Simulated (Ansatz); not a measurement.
Basis-set extrapolation for `OC(O)(F)N[SiH3]` (PBE0-D4/def2-TZVP geometry, frozen core, the Gaussian-basis code of Ansatz). Multiplicity 1, RHF reference.

```csv
,def2-TZVPP,def2-QZVPP
HF,-634.112304,-634.136945
MP2 correlation,-1.224051,-1.322931
CCSD(T) correlation,-1.300779,not run
```

Energies in hartree. Use E(X) = E(∞) + A·exp(−7.88·√X) for Hartree–Fock and E(X) = E(∞) + B·X^(−2.97) for correlation, with X = 3 and 4, and add CCSD(T) minus MP2 of the smaller set to the MP2 limit.

What is the CCSD(T) energy at the basis-set limit?

HF limit: -634.136945 + (-0.024641) × 0.13774 = -634.14034. MP2 limit: -1.322931 + (-0.098880) × 0.74074 = -1.39618. Higher-order term: -1.300779 − (-1.224051) = -0.07673. Total: -635.61325 hartree, 525.5 kJ/mol below CCSD(T)/def2-TZVPP.
